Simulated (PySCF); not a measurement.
PySCF input (M06-2X/def2-TZVPD):

```python
from pyscf import gto, scf, dft

mol = gto.M(
    atom='''
    B     0.11749545   -0.46175367    0.26710901
    C     1.35412578    0.08104508   -0.45513194
    C    -1.27444551    0.24937816    0.21536301
    H     0.22621244   -1.47456149    0.89723098
    H     2.32449747   -0.40484056   -0.42551306
    H     1.33662003    0.99323618   -1.04653396
    H    -1.30392167    1.16671283   -0.37584828
    H    -1.61527894    0.48359167    1.23134560
    H    -2.03368822   -0.43790971   -0.17761272
    ''',
    basis='def2-tzvpd',
    charge=0,
    spin=1,
    verbose=4,
)

mf = dft.UKS(mol, xc='m062x').density_fit(auxbasis='def2-universal-jkfit')
mf.grids.level = 4
mf.conv_tol = 1e-9
mf.max_cycle = 100
mf.max_memory = 1500
mf.kernel()
if not mf.converged:
    mf = mf.newton()
    mf.kernel(mf.make_rdm1())
for _ in range(2):
    mo, _, stable, _ = mf.stability(return_status=True)
    if stable:
        break
    mf.kernel(mf.make_rdm1(mo, mf.mo_occ))
mf.analyze()
```

Output:

```
PySCF version 2.14.0

[INPUT] verbose = 4
[INPUT] num. atoms = 9
[INPUT] num. electrons = 23
[INPUT] charge = 0
[INPUT] spin (= nelec alpha-beta = 2S) = 1
[INPUT] symmetry False subgroup None
[INPUT] Mole.unit = angstrom
[INPUT] Symbol           X                Y                Z      unit          X                Y                Z       unit  Magmom
[INPUT]  1 B      0.117495450000  -0.461753670000   0.267109010000 AA    0.222034221383  -0.872587973313   0.504762874304 Bohr   0.0
[INPUT]  2 C      1.354125780000   0.081045080000  -0.455131940000 AA    2.558926862413   0.153153004943  -0.860074717142 Bohr   0.0
[INPUT]  3 C     -1.274445510000   0.249378160000   0.215363010000 AA   -2.408352974582   0.471256423848   0.406977106262 Bohr   0.0
[INPUT]  4 H      0.226212440000  -1.474561490000   0.897230980000 AA    0.427479557570  -2.786517369931   1.695520822675 Bohr   0.0
[INPUT]  5 H      2.324497470000  -0.404840560000  -0.425513060000 AA    4.392663595544  -0.765037782516  -0.804103145826 Bohr   0.0
[INPUT]  6 H      1.336620030000   0.993236180000  -1.046533960000 AA    2.525845789308   1.876944357209  -1.977662564457 Bohr   0.0
[INPUT]  7 H     -1.303921670000   1.166712830000  -0.375848280000 AA   -2.464054844186   2.204767714716  -0.710250313589 Bohr   0.0
[INPUT]  8 H     -1.615278940000   0.483591670000   1.231345600000 AA   -3.052434811378   0.913855812421   2.326905948688 Bohr   0.0
[INPUT]  9 H     -2.033688220000  -0.437909710000  -0.177612720000 AA   -3.843113758554  -0.827529419188  -0.335639397039 Bohr   0.0

nuclear repulsion = 60.6478797239253
number of shells = 69
number of NR pGTOs = 222
number of NR cGTOs = 165
basis = def2-tzvpd
ecp = {}

******** <class 'pyscf.df.df_jk.DFUKS'> ********
method = DFUKS
initial guess = minao
damping factor = 0
level_shift factor = 0
DIIS = <class 'pyscf.scf.diis.CDIIS'>
diis_start_cycle = 1
diis_space = 8
diis_damp = 0
SCF conv_tol = 1e-09
SCF conv_tol_grad = None
SCF max_cycles = 100
direct_scf = False
number electrons alpha = 12  beta = 11
XC library pyscf.dft.libxc version 7.1.2
    S. Lehtola, C. Steigemann, M. J. T. Oliveira, and M. A. L. Marques,  SoftwareX 7, 1–5 (2018)
XC functionals = m062x
    Y. Zhao and D. G. Truhlar,  Theor. Chem. Acc. 120, 215 (2008)
    Y. Zhao and D. G. Truhlar,  Theor. Chem. Acc. 120, 215 (2008)
radial grids:
    Treutler-Ahlrichs [JCP 102, 346 (1995); DOI:10.1063/1.469408] (M4) radial grids

becke partition: Becke, JCP 88, 2547 (1988); DOI:10.1063/1.454033
pruning grids: <function nwchem_prune>
grids dens level: 4
symmetrized grids: False
atomic radii adjust function: <function treutler_atomic_radii_adjust>
small_rho_cutoff = 0
Set gradient conv threshold to 3.16228e-05
tot grids = 179568
******** <class 'pyscf.df.df.DF'> ********
auxbasis = def2-universal-jkfit
init E= -104.640363495157
[...]
  beta  nocc = 11  HOMO = -0.369517156724718  LUMO = -0.0938168446668612
  HOMO = -0.315887796111  LUMO = -0.0938168446669  gap/eV = 6.04286
Extra cycle  E= -104.591775185794  delta_E= -6.4e-11  |g|= 3.46e-06  |ddm|= 2.02e-05
converged SCF energy = -104.591775185794  <S^2> = 0.75345184  2S+1 = 2.0034489
uhf_internal: lowest eigs of H = [0.25358284 0.27294339 0.42280783]
<class 'pyscf.df.df_jk.DFUKS'> wavefunction is stable in the internal stability analysis
**** SCF Summaries ****
Total Energy =                        -104.591775185794376
Nuclear Repulsion Energy =              60.647879723925257
One-electron Energy =                 -258.725237068155479
Two-electron Energy =                   93.485582158435847
Two-electron Coulomb Energy =          110.555327916004842
DFT Exchange-Correlation Energy =      -17.069745757569002
HOMO-LUMO gap [eV] =                     6.042858383572026
**** MO energy ****
                             alpha | beta                alpha | beta
MO #1   energy= -10.5526687116565  | -10.5479755662942  occ= 1 | 1
MO #2   energy= -10.5003050417308  | -10.5004022179178  occ= 1 | 1
MO #3   energy= -7.02743041110282  | -7.02773716419217  occ= 1 | 1
MO #4   energy= -0.802679318493677 | -0.788349863859182 occ= 1 | 1
MO #5   energy= -0.764539667709048 | -0.736292640577489 occ= 1 | 1
MO #6   energy= -0.544387855654904 | -0.534042628189447 occ= 1 | 1
MO #7   energy= -0.507599808234158 | -0.496808567726422 occ= 1 | 1
MO #8   energy= -0.464490928943117 | -0.460680558863144 occ= 1 | 1
MO #9   energy= -0.456254250140321 | -0.451351280892595 occ= 1 | 1
MO #10  energy= -0.394885063152806 | -0.387689101353897 occ= 1 | 1
MO #11  energy= -0.370311559001458 | -0.369517156724718 occ= 1 | 1
MO #12  energy= -0.315887796110886 | -0.0938168446668612 occ= 1 | 0
MO #13  energy= 0.0109838625986818 | 0.00593920458250352 occ= 0 | 0
MO #14  energy= 0.0378828617275572 | 0.0351673622680382 occ= 0 | 0
MO #15  energy= 0.0379235697631791 | 0.0443629927500727 occ= 0 | 0
MO #16  energy= 0.0461118971953552 | 0.0610179467241691 occ= 0 | 0
MO #17  energy= 0.0879548297207685 | 0.0811570070925772 occ= 0 | 0
MO #18  energy= 0.0925238225797719 | 0.0873805126319064 occ= 0 | 0
MO #19  energy= 0.095316651058062  | 0.0876204431096432 occ= 0 | 0
MO #20  energy= 0.0985084668556954 | 0.0932882170858888 occ= 0 | 0
MO #21  energy= 0.109601434047182  | 0.103794578014322  occ= 0 | 0
MO #22  energy= 0.12916956504029   | 0.122567122707169  occ= 0 | 0
MO #23  energy= 0.138571114902595  | 0.135831359355944  occ= 0 | 0
MO #24  energy= 0.141178987590092  | 0.141061032850569  occ= 0 | 0
MO #25  energy= 0.163074701467822  | 0.148893869012266  occ= 0 | 0
MO #26  energy= 0.182338849771908  | 0.164241899063115  occ= 0 | 0
MO #27  energy= 0.196280994687087  | 0.18531582178222   occ= 0 | 0
MO #28  energy= 0.203380496000576  | 0.193183982242316  occ= 0 | 0
MO #29  energy= 0.205646658452586  | 0.205178362176994  occ= 0 | 0
MO #30  energy= 0.208447719216897  | 0.208056832411659  occ= 0 | 0
MO #31  energy= 0.237458667364419  | 0.227403865701181  occ= 0 | 0
MO #32  energy= 0.247578499377772  | 0.233985225429896  occ= 0 | 0
MO #33  energy= 0.250370791652146  | 0.246734881918745  occ= 0 | 0
MO #34  energy= 0.25333617451555   | 0.255805303263242  occ= 0 | 0
MO #35  energy= 0.280732576171701  | 0.261256586202408  occ= 0 | 0
MO #36  energy= 0.281754882555364  | 0.272674205146163  occ= 0 | 0
MO #37  energy= 0.283981832998125  | 0.28480254475572   occ= 0 | 0
MO #38  energy= 0.286049478437679  | 0.287324135604475  occ= 0 | 0
MO #39  energy= 0.290887270859001  | 0.294461646363985  occ= 0 | 0
MO #40  energy= 0.306769322037919  | 0.303640441586148  occ= 0 | 0
MO #41  energy= 0.332242774536883  | 0.314357716276807  occ= 0 | 0
MO #42  energy= 0.334667763809929  | 0.32283462002529   occ= 0 | 0
MO #43  energy= 0.337693409273976  | 0.329821329247375  occ= 0 | 0
MO #44  energy= 0.346725155953941  | 0.339390782530003  occ= 0 | 0
MO #45  energy= 0.352645407956726  | 0.341974939479114  occ= 0 | 0
MO #46  energy= 0.374626101630837  | 0.357050069358437  occ= 0 | 0
MO #47  energy= 0.381076757286539  | 0.370837019467022  occ= 0 | 0
MO #48  energy= 0.386793269541524  | 0.383314787579679  occ= 0 | 0
MO #49  energy= 0.393518361205551  | 0.38492516457374   occ= 0 | 0
MO #50  energy= 0.403769657201614  | 0.395683266064615  occ= 0 | 0
MO #51  energy= 0.413625343897256  | 0.399473737162521  occ= 0 | 0
MO #52  energy= 0.418269566265011  | 0.411845611040384  occ= 0 | 0
MO #53  energy= 0.425497116440676  | 0.41864173107305   occ= 0 | 0
MO #54  energy= 0.443634588856948  | 0.428594607463972  occ= 0 | 0
MO #55  energy= 0.455897099834675  | 0.441344149650922  occ= 0 | 0
MO #56  energy= 0.456336279875142  | 0.443879327506578  occ= 0 | 0
MO #57  energy= 0.458151740136538  | 0.450234969215212  occ= 0 | 0
MO #58  energy= 0.468074739536564  | 0.464617585708372  occ= 0 | 0
MO #59  energy= 0.490168699144104  | 0.476710495041324  occ= 0 | 0
MO #60  energy= 0.507870825387368  | 0.484117071049936  occ= 0 | 0
MO #61  energy= 0.513602752192068  | 0.498044868875504  occ= 0 | 0
MO #62  energy= 0.518005568879289  | 0.515304028312851  occ= 0 | 0
MO #63  energy= 0.553803660620741  | 0.546018096795093  occ= 0 | 0
MO #64  energy= 0.562801364046374  | 0.551722021636317  occ= 0 | 0
MO #65  energy= 0.574168851796474  | 0.563827282442424  occ= 0 | 0
MO #66  energy= 0.599591887084962  | 0.58274132983564   occ= 0 | 0
MO #67  energy= 0.64596351314141   | 0.619595895592653  occ= 0 | 0
MO #68  energy= 0.686087367137752  | 0.683037293002486  occ= 0 | 0
MO #69  energy= 0.699777023635944  | 0.693830417502135  occ= 0 | 0
MO #70  energy= 0.723049509974505  | 0.712099787205818  occ= 0 | 0
MO #71  energy= 0.725475455651379  | 0.726897594216934  occ= 0 | 0
MO #72  energy= 0.73915574123669   | 0.733377257296495  occ= 0 | 0
MO #73  energy= 0.749501256503607  | 0.744408393477408  occ= 0 | 0
MO #74  energy= 0.76808814352998   | 0.771911677107958  occ= 0 | 0
MO #75  energy= 0.799508295906894  | 0.79395073140331   occ= 0 | 0
MO #76  energy= 0.803316447984144  | 0.802054241625636  occ= 0 | 0
MO #77  energy= 0.82454817051043   | 0.820159147953268  occ= 0 | 0
MO #78  energy= 0.888169848376439  | 0.881614091900076  occ= 0 | 0
MO #79  energy= 0.922351060029457  | 0.917838827031678  occ= 0 | 0
MO #80  energy= 0.938665709888028  | 0.935300365624758  occ= 0 | 0
MO #81  energy= 0.97983497479213   | 0.97198770263655   occ= 0 | 0
MO #82  energy= 1.0266085810514    | 1.03067502573163   occ= 0 | 0
MO #83  energy= 1.09990565819397   | 1.08891637271922   occ= 0 | 0
MO #84  energy= 1.10282393872885   | 1.10359449661563   occ= 0 | 0
MO #85  energy= 1.12612047460194   | 1.11414553910785   occ= 0 | 0
MO #86  energy= 1.17459457253852   | 1.17481478709239   occ= 0 | 0
MO #87  energy= 1.18561539985181   | 1.17936451302512   occ= 0 | 0
MO #88  energy= 1.20098490849208   | 1.19520946251703   occ= 0 | 0
MO #89  energy= 1.23065272804485   | 1.22526492640592   occ= 0 | 0
MO #90  energy= 1.24734933366972   | 1.25063075932315   occ= 0 | 0
MO #91  energy= 1.2700408194999    | 1.26771477254479   occ= 0 | 0
MO #92  energy= 1.33415967723136   | 1.33673467361368   occ= 0 | 0
MO #93  energy= 1.37867726541917   | 1.38234112156532   occ= 0 | 0
MO #94  energy= 1.48093331676985   | 1.47961239642586   occ= 0 | 0
MO #95  energy= 1.63282976011316   | 1.64841128971953   occ= 0 | 0
MO #96  energy= 1.65664087191549   | 1.67355951276691   occ= 0 | 0
MO #97  energy= 1.67947743974818   | 1.69352043144      occ= 0 | 0
MO #98  energy= 1.77237206595268   | 1.78887706538558   occ= 0 | 0
MO #99  energy= 1.80713531488674   | 1.81868662585255   occ= 0 | 0
MO #100 energy= 1.83492492681955   | 1.83672121900021   occ= 0 | 0
MO #101 energy= 1.83495787075229   | 1.8393742848274    occ= 0 | 0
MO #102 energy= 1.86873615461496   | 1.87403257979607   occ= 0 | 0
MO #103 energy= 1.87040728600707   | 1.87553910332715   occ= 0 | 0
MO #104 energy= 1.87326380174503   | 1.88277523732495   occ= 0 | 0
[...]
```

It need not be the lowest isomer of its formula.
